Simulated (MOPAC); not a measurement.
Input file for MOPAC: PM6 on ZrO+, 2S+1 = 2, a spin state set in the input, which need not be the lowest, a point of a bond scan (R = 1.562 Å). Charge +1.

```
PM6 1SCF PRECISE CHARGE=1 UHF MS=0.5 THREADS=1
OZr

Zr     0.00000000 1     0.00000000 1     0.00000000 1
O      0.00000000 1     0.00000000 1     1.56185000 1
```

Output:

```
*******************************************************************************
 **                                                                           **
 **                              MOPAC v23.2.5                                **
 **                                                                           **
 *******************************************************************************
 ** MOPAC's Digital Object Identifier: https://doi.org/10.5281/zenodo.6511958 **
 **                                                                           **
 ** Please cite the open-source release paper for use of this MOPAC version:  **
 ** J. E. Moussa and J. J. P. Stewart (2026)                                  **
 ** MOPAC: An open-source semiempirical molecular orbital program             **
 ** J. Open Source Softw., 11(119), 8025, https://doi.org/10.21105/joss.08025 **
 *******************************************************************************

                              PM6 CALCULATION RESULTS

 *******************************************************************************
 *  PM6        - The PM6 Hamiltonian to be used
 *  UHF        - UNRESTRICTED HARTREE-FOCK CALCULATION
 *
 *
 *
 *                 CHARGE ON SYSTEM = +1
 *
 *
 *
 *  MS=        - IN MECI, MAGNETIC COMPONENT OF SPIN =  0.5
 *  PRECISE    - TIGHTER CRITERIA TO BE USED
 *  1SCF       - DO 1 SCF AND THEN STOP
 *  THREADS=1  - MULTI-THREADING NOT USED
 *  T=         - A TIME OF 172800.0 SECONDS REQUESTED
 *  DUMP=N     - RESTART FILE WRITTEN EVERY 7200.0 SECONDS REQUESTED
 *******************************************************************************
PM6 1SCF PRECISE CHARGE=1 UHF MS=0.5 THREADS=1
 OZr

   ATOM   CHEMICAL          X               Y               Z
  NUMBER   SYMBOL      (ANGSTROMS)     (ANGSTROMS)     (ANGSTROMS)

     1      Zr          0.00000000  *   0.00000000  *   0.00000000  *
     2       O          0.00000000  *   0.00000000  *   1.56185000  *



          CARTESIAN COORDINATES

    NO.       ATOM           X           Y           Z

     1        Zr          0.0000      0.0000      0.0000
     2         O          0.0000      0.0000      1.5619

 General Reference for PM6:
 "Optimization of Parameters for Semiempirical Methods V: Modification of NDDO Approximations
 and Application to 70 Elements", J. J. P. Stewart, J. Mol. Mod., 13, 1173-1213 (2007)
 URL: https://link.springer.com/article/10.1007/s00894-007-0233-4

           Empirical Formula: O Zr  =     2 atoms



      MOLECULAR POINT GROUP   :   C*v


          UHF CALCULATION, NO. OF ALPHA ELECTRONS =    5
                           NO. OF BETA  ELECTRONS =    4

 -------------------------------------------------------------------------------
 PM6 1SCF PRECISE CHARGE=1 UHF MS=0.5 THREADS=1
 OZr



     1SCF WAS SPECIFIED, SO BFGS WAS NOT USED
     SCF FIELD WAS ACHIEVED


                              PM6 CALCULATION
                                                       MOPAC v23.2.5 Linux




          FINAL HEAT OF FORMATION =        181.98019 KCAL/MOL =     761.40512 KJ/MOL


          COSMO AREA              =        139.35 SQUARE ANGSTROMS
          COSMO VOLUME            =        154.68 CUBIC ANGSTROMS

          IONIZATION POTENTIAL    =         10.915142 EV
          ALPHA SOMO LUMO (EV)    =        -10.915 -5.405
          BETA  SOMO LUMO (EV)    =        -14.753 -5.411
          NO. OF ALPHA ELECTRONS  =          5
          NO. OF BETA  ELECTRONS  =          4
          MOLECULAR WEIGHT        =        107.2194         POINT GROUP:  C*v

          MOLECULAR DIMENSIONS (Angstroms)

            Atom       Atom       Distance
            O     2   Zr     1     1.56185
            O     2   Zr     1     0.00000
           Zr     1    O     2     0.00000


          SCF CALCULATIONS        =          1





   ATOM   CHEMICAL          X               Y               Z
  NUMBER   SYMBOL      (ANGSTROMS)     (ANGSTROMS)     (ANGSTROMS)

     1      Zr          0.00000000  *   0.00000000  *   0.00000000  *
     2       O          0.00000000  *   0.00000000  *   1.56185000  *

                             CARTESIAN COORDINATES

   1   Zr        0.000000000     0.000000000     0.000000000
   2    O        0.000000000     0.000000000     1.561850000


           Empirical Formula: O Zr  =     2 atoms



      MOLECULAR POINT GROUP   :   C*v


          ALPHA EIGENVALUES
 -31.80391 -17.63737 -17.63737 -14.64704 -10.91514  -5.40548  -5.40548  -4.72474
  -4.46532  -4.46532   0.12924   0.12924   4.20516


           BETA EIGENVALUES
 -31.94919 -17.70429 -17.70429 -14.75272  -5.41138  -4.53356  -4.53356  -4.31906
  -3.82381  -3.82381   0.55652   0.55652   4.40468


              NET ATOMIC CHARGES AND DIPOLE CONTRIBUTIONS

  ATOM NO.   TYPE          CHARGE      No. of ELECS.   s-Pop       p-Pop       d-Pop
    1         Zr           1.461827        2.5382     0.91014     0.30379     1.32424
    2          O          -0.461827        6.4618     1.59786     4.86397
 DIPOLE           X         Y         Z       TOTAL
 POINT-CHG.     0.000     0.000    -4.584     4.584
 HYBRID         0.000    -0.000    -4.940     4.940
 SUM            0.000    -0.000    -9.524     9.524


          ATOMIC ORBITAL ELECTRON POPULATIONS

     Atom    s        px        py        pz      x^2-y^2     xz        z^2       yz        xy
    1 Zr   0.91014   0.07741   0.07741   0.14897   0.00000   0.46445   0.39534   0.46445   0.00000
    2  O   1.59786   1.45814   1.45814   1.94769


                    (SZ)    =    0.500000
                    (S**2)  =    0.751794


          ATOMIC ORBITAL SPIN POPULATIONS

    Atom   Total    s     px     py     pz   x^2-y^2  xz     z^2    yz     xy
         Atomic
    1 Zr  1.0581  0.848  0.004  0.004  0.003  0.000  0.021  0.156  0.021  0.000
    2  O -0.0581 -0.007 -0.026 -0.026  0.000

 **********************
 *                    *
 * JOB ENDED NORMALLY *
 *                    *
 **********************




 == MOPAC DONE ==
```

The run finished.

Cost: around 0.020 core-seconds (rough).
